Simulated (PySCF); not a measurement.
GeH2Cl2, SMILES [Cl][GeH2][Cl]. Atoms are numbered in the order given.

```xyz
5

Ge     0.0000     0.0000    -0.6084
Cl     1.7489     0.0000     0.6561
Cl    -1.7489     0.0000     0.6561
H      0.0000     1.2964    -1.4198
H      0.0000    -1.2964    -1.4198
```

Geometry optimised at B3LYP-D3(BJ)/def2-TZVP.

Level of theory: B3LYP-D3(BJ)/def2-TZVP (PySCF 2.14.0).

Frequencies are harmonic and unscaled.

Problem. Estimate the vibrational spectrum. (The exact figures need the calculation; the answer reports its results.)

Solution. 
| mode | ν (cm⁻¹) | IR (km/mol) | moving atoms (share of kinetic energy) |
|---|---|---|---|
| 1 | 146 | 3.3 | Cl 77 %, Ge 22 % |
| 2 | 413 | 29.6 | Cl 74 %, Ge 26 % |
| 3 | 425 | 95.5 | Cl 61 %, Ge 39 % |
| 4 | 515 | 21.3 | H 89 % |
| 5 | 641 | 0.0 | H 98 % |
| 6 | 776 | 122.5 | H 97 % |
| 7 | 851 | 81.4 | H 98 % |
| 8 | 2171 | 52.8 | H 99 % |
| 9 | 2188 | 82.4 | H 98 % |
